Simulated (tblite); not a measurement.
Compound: C7H12O2Si.
Numbering: `[CH2:1]=[CH:2][C@:3]([CH:4]=[O:5])([CH2:6][SiH3:7])[C:8]([CH3:9])=[O:10]` (hydrogens: H11, H12 on C1; H13 on C2; H14 on C4; H15, H16 on C6; H17, H18, H19 on Si7; H20, H21, H22 on C9)

Structure optimised with GFN2-xTB, isolated species.

Task: What internal coordinates does the optimisation give?

Result: 
```csv
bond,length (bohr),order
C1=C2,2.498,double
C2–C3,2.862,single
C3–C4,2.846,single
C4=O5,2.267,double
C3–C6,2.883,single
C6–Si7,3.630,single
C3–C8,2.896,single
C8–C9,2.842,single
C8=O10,2.276,double
C1–H11,2.034,single
C1–H12,2.036,single
C2–H13,2.042,single
C4–H14,2.081,single
C6–H15,2.062,single
C6–H16,2.058,single
"Si7–H17, Si7–H18",2.754,single
Si7–H19,2.794,single
"C9–H20, C9–H21, C9–H22",2.055,single
```

Bonds in one row agree within 0.02 bohr and their mean is given. Orders are formal, as drawn. A selection of angles:
```csv
angle,degrees
C1–C2–C3,124.1
C2–C3–C4,102.5
C2–C3–C6,111.6
C2–C3–C8,109.4
C4–C3–C6,110.2
C4–C3–C8,110.6
C6–C3–C8,112.1
C3–C4–O5,123.4
C3–C6–Si7,114.5
C3–C8–C9,114.9
C3–C8–O10,122.3
C9–C8–O10,122.8
```

Dihedral angles: C1–C2–C3–C4 -77° (synclinal); C2–C3–C4–O5 -95° (anticlinal); C2–C3–C6–Si7 74° (synclinal); C2–C3–C8–C9 70° (synclinal).

Si7 and O5 aren't drawn bonded (4 bonds apart) but lie 2.52 Å from each other; Cordero's covalent radii sum to 1.77 Å. The 6 C–C bonds span 1.322 Å (C1=C2, drawn double) to 1.533 Å (C3–C8, drawn single), a spread of 0.211 Å. Si7 (SiH3 silicon) is distorted tetrahedral (angles from 101.8° to 116.5°). Of the pairs four or more bonds apart, those above aside, O10···H14 is among the closest relative to their van der Waals radii: 2.43 Å, 89 % of the sum of Bondi's values.

Point group: C1 (no symmetry element, even within 0.4 Å). Its GFN2-xTB frequencies are all real (lowest 22 cm⁻¹). The numbers are those of one conformer.

These are computed values.
